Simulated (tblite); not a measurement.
Species: C4H5BCl2O2.
Numbering: `[CH2:1]=[CH:2][O:3][C:4](=[O:5])[CH2:6][B:7]([Cl:8])[Cl:9]` (hydrogens: H10, H11 on C1; H12 on C2; H13, H14 on C6)

Computed with GFN2-xTB (tblite), gas phase: L-BFGS steps from a force-field or distance-geometry start until the largest atomic force falls under 0.01 eV/Å.

Step 22: E = -806.0476 eV
```
atom  x, y, z in Å  |  force x, y, z in eV/Å
C1     -2.9517    0.3606   -0.1186   -0.003   0.006  -0.004
C2     -1.8774   -0.2980    0.2690    0.034   0.002   0.018
O3     -0.6430   -0.0612   -0.3001    0.009  -0.015  -0.017
C4      0.4063   -0.7691    0.1473    0.000   0.037   0.004
O5      0.3446   -1.5940    1.0153    0.062  -0.022   0.003
C6      1.6758   -0.3691   -0.5859   -0.008  -0.014   0.005
B7      2.4147    0.8399    0.1592   -0.030   0.006   0.014
Cl8     3.9498    0.6102    0.8808   -0.036   0.013  -0.011
Cl9     1.6592    2.3747    0.2483   -0.002   0.008   0.014
H10    -2.9095    1.1081   -0.8906    0.007  -0.002   0.008
H11    -3.9011    0.1590    0.3399   -0.009   0.016  -0.021
H12    -1.8738   -1.0580    1.0401   -0.005   0.007   0.003
H13     2.3218   -1.2449   -0.6320   -0.030  -0.037  -0.025
H14     1.3836   -0.0736   -1.5948    0.013  -0.005   0.009
```

Step 23: E = -806.0480 eV
```
atom  x, y, z in Å  |  force x, y, z in eV/Å
C1     -2.9504    0.3616   -0.1197    0.014  -0.004   0.008
C2     -1.8762   -0.2970    0.2706    0.021   0.003   0.003
O3     -0.6408   -0.0620   -0.2981   -0.017  -0.003  -0.020
C4      0.4086   -0.7699    0.1485   -0.023   0.037   0.009
O5      0.3472   -1.5935    1.0177    0.070  -0.026   0.002
C6      1.6763   -0.3698   -0.5877   -0.025  -0.022   0.012
B7      2.4127    0.8382    0.1589   -0.020   0.026   0.017
Cl8     3.9471    0.6116    0.8818   -0.026   0.008  -0.006
Cl9     1.6548    2.3722    0.2492   -0.004   0.008   0.013
H10    -2.9076    1.1098   -0.8917    0.009  -0.020   0.024
H11    -3.9010    0.1599    0.3378    0.012   0.021  -0.029
H12    -1.8736   -1.0580    1.0413   -0.008   0.021  -0.006
H13     2.3212   -1.2459   -0.6360   -0.017  -0.042  -0.028
H14     1.3810   -0.0725   -1.5949    0.014  -0.008   0.001
```

Step 24: E = -806.0485 eV
```
atom  x, y, z in Å  |  force x, y, z in eV/Å
C1     -2.9484    0.3626   -0.1209    0.031  -0.012   0.020
C2     -1.8744   -0.2955    0.2728   -0.002   0.002  -0.015
O3     -0.6381   -0.0631   -0.2959   -0.039   0.008  -0.015
C4      0.4114   -0.7705    0.1504   -0.037   0.019   0.010
O5      0.3521   -1.5930    1.0208    0.063  -0.018  -0.002
C6      1.6766   -0.3712   -0.5898   -0.033  -0.022   0.015
B7      2.4097    0.8364    0.1588   -0.006   0.038   0.016
Cl8     3.9430    0.6136    0.8830   -0.011   0.003   0.001
Cl9     1.6488    2.3691    0.2506   -0.009   0.009   0.012
H10    -2.9047    1.1116   -0.8928    0.014  -0.035   0.034
H11    -3.9007    0.1613    0.3345    0.031   0.023  -0.032
H12    -1.8735   -1.0576    1.0430   -0.009   0.032  -0.010
H13     2.3198   -1.2480   -0.6419   -0.006  -0.037  -0.025
H14     1.3778   -0.0712   -1.5948    0.012  -0.010  -0.009
```

Step 25: E = -806.0490 eV
```
atom  x, y, z in Å  |  force x, y, z in eV/Å
C1     -2.9458    0.3638   -0.1219    0.037  -0.014   0.026
C2     -1.8724   -0.2939    0.2750   -0.023  -0.004  -0.028
O3     -0.6357   -0.0642   -0.2935   -0.043   0.012  -0.003
C4      0.4140   -0.7709    0.1527   -0.033  -0.008   0.004
O5      0.3587   -1.5927    1.0243    0.037  -0.002  -0.006
C6      1.6765   -0.3731   -0.5921   -0.028  -0.011   0.010
B7      2.4062    0.8350    0.1590    0.004   0.034   0.008
Cl8     3.9383    0.6158    0.8846    0.004  -0.002   0.009
Cl9     1.6415    2.3657    0.2523   -0.014   0.010   0.010
H10    -2.9011    1.1131   -0.8934    0.022  -0.036   0.031
H11    -3.8999    0.1634    0.3302    0.037   0.020  -0.024
H12    -1.8738   -1.0564    1.0447   -0.006   0.033  -0.006
H13     2.3183   -1.2510   -0.6492   -0.004  -0.020  -0.015
H14     1.3744   -0.0699   -1.5950    0.010  -0.013  -0.016
```

Q: Estimate the geometry and energy of step 26. (The exact step hangs on the optimiser's Hessian estimate; all steps are aligned on step 25, rigid shifts and turns removed.)

A: E = -806.0494 eV, largest force 0.039 eV/Å
```
atom  x, y, z in Å  |  force x, y, z in eV/Å
C1     -2.9436    0.3646   -0.1222    0.025  -0.006   0.020
C2     -1.8712   -0.2931    0.2763   -0.024  -0.013  -0.024
O3     -0.6348   -0.0648   -0.2918   -0.025   0.006   0.005
C4      0.4153   -0.7712    0.1542   -0.016  -0.023  -0.006
O5      0.3642   -1.5925    1.0267    0.006   0.009  -0.007
C6      1.6761   -0.3747   -0.5936   -0.013   0.005   0.002
B7      2.4038    0.8345    0.1593    0.006   0.018  -0.002
Cl8     3.9354    0.6173    0.8860    0.009  -0.002   0.011
Cl9     1.6359    2.3635    0.2537   -0.015   0.009   0.010
H10    -2.8981    1.1135   -0.8933    0.028  -0.023   0.014
H11    -3.8989    0.1652    0.3267    0.024   0.013  -0.008
H12    -1.8745   -1.0550    1.0459   -0.002   0.021   0.005
H13     2.3174   -1.2533   -0.6547   -0.011   0.001  -0.003
H14     1.3723   -0.0694   -1.5954    0.008  -0.014  -0.016
```

The energy changes by -0.0003 eV. The first-order estimate −F·Δx gives -0.0005 eV and the mean of the old and new forces, exact on a quadratic surface, -0.0004 eV. The step makes an angle of 74° with the force vector and moves no atom by more than 0.006 Å.

The cost below is that of the whole relaxation. Hardware: an Arm Neoverse N1 with one thread, shared host. Cost: 0.88 s.
